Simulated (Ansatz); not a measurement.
Consider the ligand exchange at a Ga–Cl bond: `[OH][Ga]([Cl])[Br]` + CH₃OH → `C[O][Ga]([OH])[Br]` + HCl.

Computed with Ansatz on PBE0-D4/def2-TZVP structures; ΔE is electronic, products minus reactants. CCSD(T)/CBS is the MP2 limit (def2-TZVPP, def2-QZVPP) plus CCSD(T) − MP2 in def2-TZVPP, frozen cores. This one scheme is used for every species. Functionals use def2-TZVPP. B3LYP here is the variant with VWN-RPA as its local correlation; programs differ in this. For Br, Ga outer-core shells are correlated without core-valence functions, which leaves a few kJ/mol of doubt a bond. Scalar relativity is left out up to krypton. Each species was taken in one conformer, which may not be the lowest.

Task: Is it downhill or uphill in electronic energy at CCSD(T)/CBS, and by how much? (An estimate is asked.)

Result: Computed: Uphill: ΔE = +13.5 kcal/mol.

Task: What do these levels give: revPBE-D4, B97M-V, B3LYP-D4, BHLYP-D4, ωB97M-V, BHLYP, CAM-B3LYP, RPA@PBE/def2-TZVPP, HF/def2-TZVPP, MP2/def2-TZVPP, SCS-MP2/def2-TZVPP, HF/def2-QZVPP? (An estimate is asked.)

Result: Computed: revPBE-D4 14.1, B97M-V 14.7, B3LYP-D4 14.0, BHLYP-D4 15.3, ωB97M-V 14.7, BHLYP 15.8, CAM-B3LYP 14.0, RPA@PBE/def2-TZVPP 11.9, HF/def2-TZVPP 17.3, MP2/def2-TZVPP 13.0, SCS-MP2/def2-TZVPP 12.9, HF/def2-QZVPP 17.0 kcal/mol.

Largest T1 diagnostic among the species: 0.012.

From r2SCAN to r2SCAN0 (25 % exact exchange), in def2-TZVPP and without D4, ΔE moves by +1.1 kcal/mol. At CCSD(T), def2-SVP lies −1.0 kcal/mol from the extrapolated value and def2-TZVPP −0.7 kcal/mol. Leaving LDA and LC-ωPBE aside and taking each functional with its dispersion term where it has one, the values, not all of them listed here, spread over 2.8 kcal/mol, from BLYP-D4 to HSE06-D4. LDA lies −1.8 kcal/mol from PBE without D4.
